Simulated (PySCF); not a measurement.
Cu(OH2)4, SMILES [OH2]->[Cu+2](<-[OH2])(<-[OH2])<-[OH2] (charge +2), doublet (PBE0/def2-SVP optimised geometry):

```
13

Cu     0.000     0.000     0.000
O     -1.987    -0.002    -0.002
H     -2.506     0.275     0.773
H     -2.503    -0.708    -0.430
O      0.001     1.548    -1.246
H     -0.269     2.440    -0.964
H     -0.282     1.465    -2.173
O      1.988     0.000     0.000
H      2.506     0.698     0.438
H      2.505    -0.267    -0.781
O      0.000    -1.549     1.245
H      0.274    -2.440     0.963
H      0.278    -1.467     2.174
```

Method: unrestricted PBE0/def2-TZVP run with PySCF 2.14.0.

Question: What are the frontier orbital energies (α orbitals alone; a β orbital can be the lowest empty one)?

Answer: HOMO-2 -19.90 eV, HOMO-1 -19.57 eV, HOMO -19.44 eV, LUMO -9.91 eV, LUMO+1 -7.97 eV.

On the same geometry PySCF 2.14.0 with unrestricted PBE/def2-TZVP gives HOMO-2 -17.89 eV, HOMO-1 -17.59 eV, HOMO -17.18 eV, LUMO -10.81 eV, LUMO+1 -8.86 eV.

Meta-Löwdin charges at PBE0/def2-TZVP: Cu1 1.34, O2 -0.66, H3 0.41, H4 0.41, O5 -0.66, H6 0.41, H7 0.41, O8 -0.66, H9 0.41, H10 0.41, O11 -0.66, H12 0.41, H13 0.41.
